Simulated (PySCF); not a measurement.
## Atomic charges by several schemes

C₇H₉FS.
Cartesian coordinates in Å at the GFN2-xTB level; atoms count from 1:
```
atom  x, y, z in Å
C1    -1.975   -2.279    0.579
C2    -1.680   -1.145    0.341
C3    -1.302    0.228    0.046
C4    -1.689    0.590   -1.392
C5     0.182    0.397    0.274
C6     0.680    1.242    1.169
F7    -0.130    2.009    1.935
S8     1.195   -0.627   -0.740
C9     2.862   -0.391   -0.066
H10   -2.245   -3.271    0.786
H11   -1.832    0.891    0.741
H12   -1.176   -0.065   -2.093
H13   -1.414    1.620   -1.604
H14   -2.762    0.474   -1.527
H15    1.717    1.424    1.394
H16    3.495   -1.089   -0.605
H17    2.866   -0.628    0.993
H18    3.200    0.626   -0.244
```

Density: PBE0/pcSseg-1 (PySCF); schemes: Mulliken, IAO, Hirshfeld and ESP-fitted. One conformer (not necessarily the lowest) at the GFN2-xTB geometry, without solvent, vibrations or thermal averaging.

Problem. Do the Mulliken, IAO, Hirshfeld and ESP-fitted schemes agree on where the charge is lowest?

Solution. The schemes don't all agree: Mulliken C9 (-0.405); IAO C9 (-0.508); Hirshfeld C1 (-0.121); ESP-fitted C4 (-0.548).

Problem. Do the Mulliken, IAO, Hirshfeld and ESP-fitted schemes agree on where the charge is highest?

Solution. The schemes don't all agree: Mulliken C2 (+0.342); IAO H10 (+0.200); Hirshfeld H10 (+0.090); ESP-fitted C3 (+0.356).

Problem. For which atoms does the sign change between the 4 schemes (beyond +0.03 e in one, beyond −0.03 e in another)?

Solution. C2, C3 and S8.

Problem. What partial charge does each atom carry?

Solution. In e:

```csv
atom,environment,Mulliken,IAO,Hirshfeld,ESP-fitted
C1,terminal alkyne carbon,-0.399,-0.244,-0.121,-0.412
C2,alkyne carbon,+0.342,-0.027,-0.045,-0.097
C3,allylic carbon,-0.265,-0.118,-0.012,+0.356
C4,methyl carbon,-0.178,-0.408,-0.115,-0.548
C5,fully substituted alkene carbon,-0.397,-0.149,-0.033,-0.224
C6,vinylic C–F carbon,+0.339,+0.088,+0.011,+0.100
F7,vinyl fluorine,-0.288,-0.278,-0.088,-0.195
S8,sulfide sulfur,+0.103,+0.171,+0.042,-0.061
C9,S-methyl carbon,-0.405,-0.508,-0.114,-0.434
H10,alkyne hydrogen,+0.038,+0.200,+0.090,+0.304
H11,methine hydrogen,+0.156,+0.180,+0.053,+0.085
H12,methyl hydrogen,+0.131,+0.151,+0.034,+0.164
H13,methyl hydrogen,+0.123,+0.148,+0.043,+0.141
H14,methyl hydrogen,+0.127,+0.152,+0.047,+0.167
H15,vinylic hydrogen,+0.092,+0.153,+0.052,+0.143
H16,methyl hydrogen,+0.164,+0.176,+0.059,+0.215
H17,methyl hydrogen,+0.158,+0.160,+0.048,+0.154
H18,methyl hydrogen,+0.157,+0.155,+0.046,+0.141
```

Mean size of the charges over all atoms: ESP-fitted 0.219 e, Mulliken 0.214 e, IAO 0.193 e, Hirshfeld 0.059 e. Each set sums to the total charge, 0, to within 0.001 e. The ESP scheme fits charges at the nuclei, held to the total charge, to the electrostatic potential on points at 1.4 to 2.0 times the van der Waals radii. The Hirshfeld scheme divides the density at each point in proportion to the densities of the neutral, spherically averaged free atoms.

Problem. How closely do the schemes follow one another over all atoms?

Solution. Correlation coefficient and root-mean-square difference: IAO with Hirshfeld 0.95, 0.158 e; Hirshfeld with ESP-fitted 0.88, 0.200 e; IAO with ESP-fitted 0.83, 0.144 e; Mulliken with IAO 0.79, 0.150 e; Mulliken with Hirshfeld 0.70, 0.202 e; Mulliken with ESP-fitted 0.59, 0.227 e.

Problem. Sum the charges by element, for elements with more than one atom.

Solution. 
```
element  atoms  Mulliken     IAO  Hirshfeld  ESP-fitted
      C      7    -0.961  -1.367     -0.429      -1.259
      H      9    +1.146  +1.474     +0.474      +1.514
```
